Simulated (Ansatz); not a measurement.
`C/C=[C](\N)[AlH2]` + `O[SiH3]` → `[AlH2][O][SiH3]` + `C/C=C/N`  (ligand exchange at the Al–C bond)

Program: Ansatz. Geometries: PBE0-D4/def2-TZVP. ΔE: electronic, gas phase. CCSD(T)/CBS adds triple-zeta CCSD(T) − MP2 to the extrapolated MP2 energy (def2 sets, frozen cores). Double bonds are as drawn, so ΔE can hold a change between cis and trans. Functionals use def2-TZVPP. HSE06 is defined as in plane-wave codes. One conformer a species, not always the lowest.

`C/C=[C](\N)[AlH2]`:

```xyz
13

C    -1.198    1.179    0.986
C     0.105    0.538    0.633
C     0.249   -0.414   -0.316
N    -0.837   -0.912   -1.016
Al    2.071   -1.033   -0.535
H    -1.669    1.650    0.112
H    -1.916    0.444    1.370
H    -1.079    1.952    1.745
H     0.987    0.848    1.184
H    -0.648   -1.379   -1.885
H    -1.676   -0.352   -1.041
H     2.441   -2.077   -1.679
H     3.171   -0.445    0.443
```

`O[SiH3]`:

Z-matrix (Å, degrees):
```
Si
O 1 1.648
H 1 1.489 2 111.7
H 1 1.489 2 111.7 3 120.9
H 1 1.481 2 105.9 3 -119.6
H 2 0.957 1 117.9 3 -60.5
```

`[AlH2][O][SiH3]`:

```xyz
8

Al   -0.057    0.736    1.718
O     0.005    0.086    0.168
Si    0.044   -0.563   -1.319
H    -0.246    2.298    1.857
H     0.079   -0.251    2.942
H     1.446   -0.617   -1.811
H    -0.765    0.255   -2.261
H    -0.509   -1.944   -1.295
```

`C/C=C/N`:

Cartesian coordinates in Å:
```
C 1.287 1.048 0.436
C 0.011 0.518 -0.127
C -0.347 -0.763 -0.076
N -1.464 -1.336 -0.670
H 1.109 1.834 1.177
H 1.860 0.256 0.924
H 1.925 1.486 -0.340
H -0.648 1.229 -0.623
H 0.303 -1.484 0.415
H -2.175 -0.677 -0.950
H -1.860 -2.111 -0.164
```

Question: Is it downhill or uphill in electronic energy at CCSD(T)/CBS, and by how much? (Best estimate.)

Answer: Ansatz gave: Downhill: ΔE = -153.4 kJ/mol.

Question: What do these levels give: revPBE-D4, BLYP-D4, r2SCAN-D4, B97M-V, r2SCAN0-D4, B2PLYP, PBE-QIDH, revPBE, r2SCAN, HSE06, CCSD(T)/def2-SVP, HF/def2-TZVPP? (Estimate.)

Answer: Ansatz gave: revPBE-D4 -135.5, BLYP-D4 -149.6, r2SCAN-D4 -151.7, B97M-V -155.7, r2SCAN0-D4 -154.6, B2PLYP -159.5, PBE-QIDH -152.8, revPBE -143.7, r2SCAN -152.6, HSE06 -147.1, CCSD(T)/def2-SVP -165.1, HF/def2-TZVPP -180.4 kJ/mol.

Largest T1 diagnostic among the species: 0.012.

At CCSD(T), def2-SVP lies −11.7 kJ/mol from the extrapolated value and def2-TZVPP −1.4 kJ/mol. The D4 term adds +5.3 kJ/mol with B3LYP and +2.8 kJ/mol with PBE0; it sums over pairs of atoms, weighted by their polarisabilities, and B3LYP, whose exchange is more repulsive, gets the larger term.

B3LYP here is the variant with VWN-RPA as its local correlation; programs differ in this.
